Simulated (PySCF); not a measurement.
# Broadened absorption spectrum of C3H6OSi

Species: C3H6OSi.
SMILES: `C=C[SiH2]C=O`

Computed with TDDFT CAM-B3LYP/def2-SVPD, vertical, gas phase, core orbitals frozen in the response (PySCF). The structure is a single GFN2-xTB conformer in the gas phase; no vibrational or solvent corrections. Torsions of this conformer, `[CH2:1]=[CH:2][SiH2:3][CH:4]=[O:5]`: C1–C2–Si3–C4 117°, C2–Si3–C4–O5 112°.

Computed states:

```csv
state,E (eV),f
S1,3.21,0.0016
S2,6.16,0.083
S3,6.60,0.064
S4,6.65,0.012
S5,6.83,0.0094
S6,7.01,0.0080
S7,7.47,0.054
S8,7.49,0.355
```

Each state is given a Gaussian of 0.25 eV full width at half maximum, with ε(max) = 2.175×10⁸ f / Δν̃ (Δν̃ the width in cm⁻¹). The cross-section is σ = 3.8235×10⁻²¹ ε cm², given in Mb (10⁻¹⁸ cm²). The width is an assumption, not a result. The curve ends short of the highest state used, and states not computed would add to its high-energy end.

(1) Give the broadened spectrum and its maxima.

(2) Coming from long wavelengths, where does ε first pass 100 L mol⁻¹ cm⁻¹?

(3) Does any computed singlet lie in the visible range?

(4) On this curve, what absorbance would a 10⁻⁴ mol/L sample give at 405 nm over a 1 cm path?

Answers

(1) 
E (eV), σ (Mb) and a bar:
```
     2.83       0.00 
     3.01       0.12 
     3.18       0.64 #
     3.36       0.23 
     3.54       0.00 
     3.71       0.00 
     3.89       0.00 
     4.07       0.00 
     4.24       0.00 
     4.42       0.00 
     4.60       0.00 
     4.77       0.00 
     4.95       0.00 
     5.12       0.00 
     5.30       0.00 
     5.48       0.00 
     5.65       0.00 
     5.83       0.25 
     6.01      12.15 ###########
     6.18      33.75 ##############################
     6.36       8.19 #######
     6.54      25.43 #######################
     6.71      22.00 ####################
     6.89       6.21 ######
```

Maxima: 386 nm (3.21 eV), ε about 170, made up of S1 (100%); 201 nm (6.16 eV), ε about 8900, made up of S2 (100%); 188 nm (6.61 eV), ε about 8200, made up of S3 (84%) and S4 (15%) (ε in L mol⁻¹ cm⁻¹; maxima over ε = 5, shares over 10%).

(2) At about 400 nm (3.10 eV), 0.11 eV below S1.

(3) S1 lies in the visible range (380 to 750 nm), at 387 nm, f = 0.0016; light of that wavelength is violet, and its complementary colour is yellow-green; a Tamm–Dancoff triplet lies at 490 nm, without intensity as long as spin–orbit coupling is left out.

(4) 405 nm is 3.061 eV, where ε is about 67 L mol⁻¹ cm⁻¹, so A = ε c l ≈ 0.0067 (Beer–Lambert, with the gas-phase spectrum and the assumed width).
